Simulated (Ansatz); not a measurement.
CuI2, SMILES [I][Cu+][I] (connectivity only; charge and spin as stated), charge +1, multiplicity 3.

Geometry optimised at B3LYP-D3(BJ)/def2-SVP. The multiplicity is an assumed one; other spin states were not compared. The def2 effective core potentials stand for the cores of I; spin–orbit coupling is left out.

Two levels are set side by side: PBE/def2-SVPD (Ansatz, a first-principles code) and CAM-B3LYP/def2-SVPD (Ansatz). Energy differences of separate SCF runs at the same geometry; the states with an electron removed or added have multiplicity 4 and 2. Differences are taken from unrounded values.

```csv
quantity,CAM-B3LYP
vertical ionisation energy (eV),14.93
vertical electron affinity (eV),9.09
```

**Question.** What does PBE give, and how far is it from CAM-B3LYP? (Estimate from the structure and the level; the computed values follow.)

**Answer.** 
```
quantity                           PBE  PBE minus CAM-B3LYP
-------------------------------  -----  -------------------
vertical ionisation energy (eV)  14.75                -0.18
vertical electron affinity (eV)   8.95                -0.14
```

On these quantities the two levels nearly agree.
